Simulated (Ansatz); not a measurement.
Reaction (cleavage of the Si–Ge bond): `F[Si@H]1[O][Ge@H]1[SiH3]` + `C[SiH](N)O` → `C[SiH](N)O[SiH3]` + `F[SiH]1[O][GeH2]1`

Gas-phase electronic energies from Ansatz, PBE0-D4/def2-TZVP geometries. CCSD(T)/CBS is the MP2 limit (def2-TZVPP, def2-QZVPP) plus CCSD(T) − MP2 in def2-TZVPP, frozen cores. DFT in def2-TZVPP. For Ge outer-core shells are correlated without core-valence functions, which leaves a few kJ/mol of doubt a bond. Scalar relativity is left out up to krypton. Each species was taken in one conformer, which may not be the lowest.

Is it downhill or uphill in electronic energy at CCSD(T)/CBS, and by how much? (Best estimate.)

Ansatz gave: Downhill: ΔE = -79.6 kJ/mol.

What do these levels give: r2SCAN-D4, ωB97M-V, PBE0, HF/def2-TZVPP, SCS-MP2/def2-QZVPP, MP2/CBS(def2)? (Estimate.)

The calculation gave: r2SCAN-D4 -75.7, ωB97M-V -83.0, PBE0 -66.3, HF/def2-TZVPP -107.6, SCS-MP2/def2-QZVPP -90.9, MP2/CBS(def2) -83.4 kJ/mol.

Largest T1 diagnostic among the species: 0.015.

From PBE to PBE0 (25 % exact exchange), in def2-TZVPP and without D4, ΔE moves by −8.8 kJ/mol. In def2-TZVPP, CCSD(T) changes the Hartree–Fock value by +26.4 kJ/mol (the triples alone add +3.8 kJ/mol) and MP2 by +22.6 kJ/mol.
